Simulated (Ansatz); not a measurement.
The cluster Al₁₁. Total charge 0; doublet. Geometry PBE-D4/def2-SVP.

Cartesian coordinates in Å:
```
Al -0.107 -0.201 2.991
Al 0.345 -1.041 -1.997
Al -0.609 0.664 0.313
Al 0.662 -1.603 0.738
Al 1.278 2.674 0.058
Al -1.578 -2.115 -0.650
Al -2.066 -1.283 1.742
Al 1.932 0.656 1.686
Al 0.024 1.836 -2.108
Al 2.193 0.223 -0.838
Al -2.076 0.190 -1.935
```

At HF/STO-3G, HF/def2-TZVP the charge 0 doublet is spin-contaminated (final ⟨S²⟩ up to 2.52, 0.75 for a pure state). At HF/STO-3G the highest occupied level of the charge 0 doublet lies above zero (up to 0.59 eV). In Hartree–Fock with STO-3G the lack of diffuse functions raises the level. The structure comes from a short search, and lower isomers may exist.

Problem. Estimate the α-spin orbital energies around the gap (eV) in Ansatz with HF/STO-3G, HF/def2-TZVP, r2SCAN-D4/def2-TZVP, PBE0-D4/def2-SVP, PBE0-D4/def2-TZVP.

Solution. 
| orbital | HF/STO-3G | HF/def2-TZVP | r2SCAN-D4/def2-TZVP | PBE0-D4/def2-SVP | PBE0-D4/def2-TZVP |
| --- | --- | --- | --- | --- | --- |
| HOMO−5 | -0.58 | -7.36 | -5.79 | -6.42 | -6.25 |
| HOMO−4 | -0.24 | -7.26 | -5.38 | -6.01 | -5.84 |
| HOMO−3 | -0.16 | -6.85 | -5.34 | -5.95 | -5.78 |
| HOMO−2 | -0.08 | -6.74 | -4.95 | -5.56 | -5.41 |
| HOMO−1 | 0.25 | -6.66 | -4.89 | -5.46 | -5.32 |
| HOMO | 0.41 | -6.18 | -4.76 | -5.30 | -5.17 |
| LUMO | 6.42 | -0.65 | -3.66 | -3.30 | -3.17 |
| LUMO+1 | 6.84 | -0.49 | -3.53 | -3.12 | -2.99 |
| LUMO+2 | 7.17 | -0.40 | -3.07 | -2.75 | -2.60 |
| LUMO+3 | 7.41 | -0.07 | -3.02 | -2.64 | -2.52 |
| LUMO+4 | 8.33 | 0.07 | -2.91 | -2.54 | -2.42 |
| LUMO+5 | 8.94 | 0.22 | -2.72 | -2.36 | -2.23 |
| β HOMO | 0.59 | -6.20 | -4.76 | -5.34 | -5.20 |
| β LUMO | 6.67 | -1.01 | -4.12 | -3.83 | -3.66 |
